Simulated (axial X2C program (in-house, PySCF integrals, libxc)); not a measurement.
**Potential curves of ZnIn, 2c**

Computed with an in-house relativistic program for diatomic molecules. Two-component (2c) means X2C with spin–orbit coupling and atomic mean-field two-electron Coulomb and Gaunt terms. Basis: In dyall-cv3z [11s12p9d4f1g], Zn dyall-cv3z [9s10p6d3f2g] (cores contracted in-house); Gaussian nuclei, density fitting, unrestricted open shells. Masses: In 114.904 u, Zn 63.929 u.

State: Ω = 1/2 (⟨Sz⟩ = -0.47, ⟨Lz⟩ = 0.97 at r2SCAN0). Energies in kJ/mol from the lowest point of each curve. Fits are polynomials in 1 − R0/R over 0.85 to 1.23 times the lowest point R0.

| R (Å) | r2SCAN0 |
| --- | --- |
| 2.6399 | 4.01 |
| 2.7269 | 1.03 |
| 2.8140 | 0.00 |
| 2.9010 | 0.29 |
| 3.0025 | 1.70 |
| 3.1041 | 3.78 |

Occupations by symmetry block were frozen at the best pattern of an incomplete PBE0 search. Density functionals use the spin component along the axis (collinear). PBE0 can misorder states that lie within some tenths of an eV, so this need not be the ground state of the molecule. The nearest other 2c determinant of the search, Ω = 3/2, lies 0.19 eV up at the distance of the search. The functionals have no current-density term, which raises determinants with orbital currents, atoms included. The bond is weak and the correlated curve of this state has no minimum in the scanned range, so this well may be an artefact of the functional.

Task: What are Re and ωe at the r2SCAN0 level?

Result: At r2SCAN0, 2c: Re = 2.833 Å, ωe ≈ 104 cm⁻¹; Be follows as 0.0511 cm⁻¹.
